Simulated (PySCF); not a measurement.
The dipole of `C#CC[P@](C)(=S)C=C` from its density and from atomic charges.

Coordinates (GFN2-xTB, Å) and charges (e) from the PBE0/pcSseg-1 density (PySCF):

| atom | x | y | z | Mulliken | IAO | Hirshfeld | ESP-fitted |
| --- | --- | --- | --- | --- | --- | --- | --- |
| C1 | 2.717 | 0.812 | -0.722 | -0.3493 | -0.2507 | -0.1097 | -0.6471 |
| C2 | 1.777 | 0.145 | -1.048 | +0.1390 | -0.0326 | -0.0359 | +0.4208 |
| C3 | 0.628 | -0.648 | -1.398 | -0.2621 | -0.4939 | -0.0933 | -0.8513 |
| P4 | -0.658 | -0.664 | -0.052 | +0.3352 | +1.1018 | +0.3561 | +0.4181 |
| C5 | 0.281 | -1.251 | 1.415 | -0.3904 | -0.6515 | -0.1579 | -0.7557 |
| S6 | -2.233 | -1.701 | -0.492 | -0.3685 | -0.6164 | -0.3188 | -0.3747 |
| C7 | -0.928 | 1.103 | 0.282 | -0.3816 | -0.3998 | -0.0978 | -0.0792 |
| C8 | -2.151 | 1.605 | 0.261 | -0.0769 | -0.2556 | -0.0664 | -0.3233 |
| H9 | 3.550 | 1.393 | -0.461 | +0.0469 | +0.2042 | +0.0943 | +0.3624 |
| H10 | 0.909 | -1.692 | -1.577 | +0.1952 | +0.1890 | +0.0656 | +0.3197 |
| H11 | 0.142 | -0.260 | -2.300 | +0.1991 | +0.1937 | +0.0653 | +0.2934 |
| H12 | 1.183 | -0.659 | 1.563 | +0.1533 | +0.1670 | +0.0448 | +0.2544 |
| H13 | 0.542 | -2.297 | 1.254 | +0.1610 | +0.1706 | +0.0541 | +0.2514 |
| H14 | -0.366 | -1.180 | 2.288 | +0.1667 | +0.1751 | +0.0549 | +0.2321 |
| H15 | -0.045 | 1.696 | 0.479 | +0.1485 | +0.1668 | +0.0457 | +0.1447 |
| H16 | -2.359 | 2.646 | 0.447 | +0.1304 | +0.1620 | +0.0596 | +0.1700 |
| H17 | -2.996 | 0.964 | 0.051 | +0.1534 | +0.1703 | +0.0397 | +0.1643 |

**Question.** Compute μ = Σ q r for each scheme (1 e·Å = 4.803 D) and compare with the dipole of the full density.

**Answer.** The full density gives (2.98, 2.44, 1.20) D, 4.03 D in size; dipole vectors point from the negative to the positive end.

| scheme | μx | μy | μz | size (D) | share of the full size (%) | angle to the full dipole (°) |
| --- | --- | --- | --- | --- | --- | --- |
| Mulliken | -0.23 | 0.07 | 0.62 | 0.67 | 17 | 85 |
| IAO | 2.84 | 2.28 | 1.20 | 3.83 | 95 | 1 |
| Hirshfeld | 2.17 | 1.51 | 0.64 | 2.72 | 67 | 6 |
| ESP-fitted | 3.10 | 2.44 | 1.22 | 4.13 | 102 | 1 |

**Question.** Which set comes closest?

**Answer.** Length of the difference vector: ESP-fitted 0.12 D, IAO 0.21 D, Hirshfeld 1.35 D, Mulliken 4.03 D. Closest: ESP-fitted. ESP charges are fitted to the potential around the molecule, whose slowest-falling term is the dipole's. The schemes that divide the density aren't constrained to reproduce the dipole.

**Question.** What is left for the Hirshfeld atoms' own dipoles?

**Answer.** The shares of the density sum to the whole, so what Σ q r misses lies in dipoles about the nuclei. The atomic dipoles sum to (2.98, 2.44, 1.20) − (2.17, 1.51, 0.64) = (0.81, 0.93, 0.56) D, 1.35 D in size.

**Question.** With the origin at the mean of the coordinates, (0.000, 0.001, -0.001) Å, which are the largest single terms, by size, of the Hirshfeld dipole along the direction of the full one?

**Answer.** S6 +4.33, P4 -1.54, H9 +1.51, C1 -1.20, H17 -0.31 D; all 17 atoms together +2.70 D. The single terms depend on the origin, their sum doesn't.

**Question.** Give the size of the full dipole in other units.

**Answer.** 4.03 D = 1.586 au = 0.839 e·Å = 13.44 × 10⁻³⁰ C·m.

The structure is a single GFN2-xTB conformer in the gas phase; no vibrational or solvent corrections.

The run behind these numbers computed NMR shieldings as well. On Intel Xeon 6975P-C, one thread, shared host with 192 logical CPUs at a one-minute load of 58, this took 32 s (with the writing of density and orbital grids) and 0.86 GiB of memory at its peak.

The values belong to the conformer `[CH:1]#[C:2][CH2:3][P@:4]([CH3:5])(=[S:6])[CH:7]=[CH2:8]`: C2–C3–P4–C5 -55°, C3–P4–C7–C8 127°.
